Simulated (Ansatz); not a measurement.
Ansatz (an electronic-structure program) input file for C2H2Cl2, SMILES Cl/C=C/Cl, PBE/def2-SVPD. The structure is a stationary point at TPSSh-D3(BJ)/def2-SVP.

Ansatz 0.2 input:
```yaml
crystal:
  periodic: [false, false, false]
  atoms:
    - {symbol: Cl, position_ang: [-0.05051980, 2.15761351, 0.00000000]}
    - {symbol: C, position_ang: [0.44574446, 0.49773990, 0.00000000]}
    - {symbol: C, position_ang: [-0.44574446, -0.49773990, 0.00000000]}
    - {symbol: Cl, position_ang: [0.05051980, -2.15761351, 0.00000000]}
    - {symbol: H, position_ang: [1.52562745, 0.34205512, 0.00000000]}
    - {symbol: H, position_ang: [-1.52562745, -0.34205512, 0.00000000]}
basis:
  gaussian:
    orbitals: def2-SVPD
hamiltonian:
  xc: {name: PBE}
```

Output:

```
Functional definition: PBE
integrals: 0.05 GiB planned
1018 factors; their error is unknown
mean field: 0.31 GiB planned
mean field evaluation 1: about -27123.9096 eV, gradient 4.6e1 eV
mean field evaluation 2: about -27111.7362 eV, gradient 7.9e1 eV
mean field evaluation 4: about -27129.2653 eV, gradient 2.7e0 eV
mean field evaluation 8: about -27129.2388 eV, gradient 3.7e-2 eV
mean field evaluation 16: about -27129.2388 eV, gradient 1.2e-5 eV
mean field -27129.23876068 eV, -996.9811355965 hartree, gradient 1.2e-5 eV, S^2 0.000000; 0 other end points of the search recorded, 0 dependent functions left out
reference -27129.23880988 eV, -996.9811374047 hartree; 24, 24 occupied and 86, 86 virtual orbitals, 1018 factors
Total energy: -27129.23880988 eV, -996.9811374047 hartree
```

Self-consistency was reached.

Cost: very roughly 2.6 core-seconds.
